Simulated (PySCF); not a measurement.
Working out the ionisation energy of Ar+

Ar+ [Ne] 3s2 3p5 (2P) → Ar(2+) [Ne] 3s2 3p4 (3P). Calculation: PySCF 2.14, in aug-cc-pwCVTZ (8s7p5d3f, 75 functions); no relativity, point nucleus. Frozen: [Ne]. Energies in hartree (1 hartree = 27.21139 eV):

| part | Ar+ (lower) | Ar(2+) (upper) |
| --- | --- | --- |
| UHF | -526.278431 | -525.309507 |
| CCSD correlation | -0.197626 | -0.161732 |
| (T) | -0.005979 | -0.004524 |

**Question.** What does Hartree-Fock give?

**Answer.** (-525.309507) − (-526.278431) = 0.968924 hartree = 26.366 eV.

**Question.** What do CCSD and CCSD(T) give?

**Answer.** The CCSD correlation energies differ by 0.035894 hartree = 0.977 eV and the triples by 0.001455 hartree = 0.040 eV, so CCSD gives 27.343 eV and CCSD(T) 27.383 eV.

A first-order spin-orbit estimate adds -0.006 eV to CCSD(T) (valence), giving 27.377 eV against 27.630 eV (measured; NIST Atomic Spectra Database, ionization energies).

What remains against the reference includes basis incompleteness, the frozen core and higher excitations.
